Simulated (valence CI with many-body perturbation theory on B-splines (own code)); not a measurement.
# E1 line list for Pb⁺

Computed by valence CI with perturbative core correlation (CI+MBPT): three valence electrons over a frozen Dirac-Fock core [Xe] 4f14 5d10, radial functions for each j: 11 s, 11 p, 10 d, 8 f, 5 g, 2 h, with the one-electron correlation potential Σ1, the two-electron term Σ2, the three-electron term Σ3, Breit, model QED; selected CI, second order for the rest, scaled by the run's own slope (own B-spline code, finite nucleus).

Against 17 measured levels this calculation errs by 215 cm⁻¹ on average and by 667 at most. These come from a selection out of the NIST Handbook of Basic Atomic Spectroscopic Data. Levels without a partner in it may be off by more.

Lines 201 to 228 of 228 in falling wavelength, among levels below 111589 cm⁻¹, chosen from the strongest by gf and those to the six lowest levels. Wavelengths and rates use the calculated energies, so an error of 200 cm⁻¹ moves a line at 1672 Å by 0.33 % and its rate by three times that or more. Electric multipoles are in the length gauge, E1 and E2 with the static RPA response of the core. Weak lines are less certain than strong ones. Lines between different terms over intervals too small for the method are left out, as are lines whose strength nearly cancels. Where a level lies close to another of its J and parity, the split of strength between their lines is uncertain. The highest levels of a list are the least certain.

Names give the largest LS component (configuration and term), which can be under half, so a name can repeat, a term be missing and a line seem to break the LS rules; names also repeat where a configuration has a term twice. Letters in brackets count levels of one name in rising energy.

| λ vac (Å) | λ from measured levels | Upper | Lower | A (s⁻¹) | S (a.u.) with core polarisation | S without |
| --- | --- | --- | --- | --- | --- | --- |
| 1672 | 1682 | 6s2 7s 2S_1/2 | 6s2 6p 2P°_1/2 | 3.61e+08 | 1.66e+00 | 1.64e+00 |
| 1522 | 1512 | 6s 6p2 4P_3/2 | 6s2 6p 2P°_1/2 | 4.16e+06 | 2.90e-02 | 2.54e-02 |
| 1430 | 1434 | 6s2 6d 2D_3/2 | 6s2 6p 2P°_1/2 | 4.52e+08 | 2.61e+00 | 2.76e+00 |
| 1345 |  | 6s2 8s 2S_1/2 [a] | 6s2 6p 2P°_3/2 | 3.15e+06 | 7.56e-03 | 3.66e-02 |
| 1341 | 1332 | 6s2 8s 2S_1/2 [b] | 6s2 6p 2P°_3/2 | 2.88e+08 | 6.86e-01 | 8.24e-01 |
| 1338 | 1335 | 6s 6p2 2D_5/2 | 6s2 6p 2P°_3/2 | 6.25e+08 | 4.44e+00 | 5.85e+00 |
| 1250 | 1247 | 6s2 7d 2D_3/2 | 6s2 6p 2P°_3/2 | 1.44e+06 | 5.55e-03 | 2.65e-03 |
| 1233 | 1231 | 6s2 7d 2D_5/2 | 6s2 6p 2P°_3/2 | 9.47e+08 | 5.26e+00 | 6.77e+00 |
| 1203 |  | 6s 6p2 2D_3/2 | 6s2 6p 2P°_1/2 | 2.04e+09 | 7.00e+00 | 9.15e+00 |
| 1153 |  | 6s2 9s 2S_1/2 | 6s2 6p 2P°_3/2 | 5.33e+05 | 8.07e-04 | 5.92e-04 |
| 1127 |  | 6s2 8s 2S_1/2 [a] | 6s2 6p 2P°_1/2 | 2.50e+09 | 3.53e+00 | 4.71e+00 |
| 1124 | 1121 | 6s2 8s 2S_1/2 [b] | 6s2 6p 2P°_1/2 | 1.00e+09 | 1.41e+00 | 2.17e+00 |
| 1123 |  | 6s2 8d 2D_3/2 | 6s2 6p 2P°_3/2 | 2.80e+08 | 7.84e-01 | 1.11e+00 |
| 1117 |  | 6s2 8d 2D_5/2 | 6s2 6p 2P°_3/2 | 2.64e+08 | 1.09e+00 | 1.44e+00 |
| 1108 |  | 6s 6p2 2S_1/2 | 6s2 6p 2P°_3/2 | 2.39e+09 | 3.21e+00 | 4.46e+00 |
| 1096 |  | 6s 6p2 2P_3/2 | 6s2 6p 2P°_3/2 | 4.06e+09 | 1.06e+01 | 1.47e+01 |
| 1072 |  | 6s2 10s 2S_1/2 | 6s2 6p 2P°_3/2 | 1.99e+08 | 2.42e-01 | 2.95e-01 |
| 1059 | 1061 | 6s2 7d 2D_3/2 | 6s2 6p 2P°_1/2 | 9.20e+08 | 2.16e+00 | 2.78e+00 |
| 1057 |  | 6s2 9d 2D_3/2 | 6s2 6p 2P°_3/2 | 1.49e+08 | 3.47e-01 | 4.79e-01 |
| 1056 |  | 6s2 9d 2D_5/2 | 6s2 6p 2P°_3/2 | 1.18e+08 | 4.12e-01 | 5.57e-01 |
| 1032 |  | 6s2 11s 2S_1/2 | 6s2 6p 2P°_3/2 | 5.65e+07 | 6.12e-02 | 7.07e-02 |
| 989.1 |  | 6s2 9s 2S_1/2 | 6s2 6p 2P°_1/2 | 8.12e+07 | 7.75e-02 | 7.99e-02 |
| 966.8 |  | 6s2 8d 2D_3/2 | 6s2 6p 2P°_1/2 | 4.20e+08 | 7.49e-01 | 1.01e+00 |
| 955.6 |  | 6s 6p2 2S_1/2 | 6s2 6p 2P°_1/2 | 1.14e+08 | 9.84e-02 | 1.37e-01 |
| 946.8 |  | 6s 6p2 2P_3/2 | 6s2 6p 2P°_1/2 | 1.09e+08 | 1.83e-01 | 2.82e-01 |
| 929.0 |  | 6s2 10s 2S_1/2 | 6s2 6p 2P°_1/2 | 1.29e+07 | 1.02e-02 | 7.97e-03 |
| 917.3 |  | 6s2 9d 2D_3/2 | 6s2 6p 2P°_1/2 | 8.90e+07 | 1.36e-01 | 1.77e-01 |
| 898.3 |  | 6s2 11s 2S_1/2 | 6s2 6p 2P°_1/2 | 1.13e+07 | 8.11e-03 | 7.21e-03 |
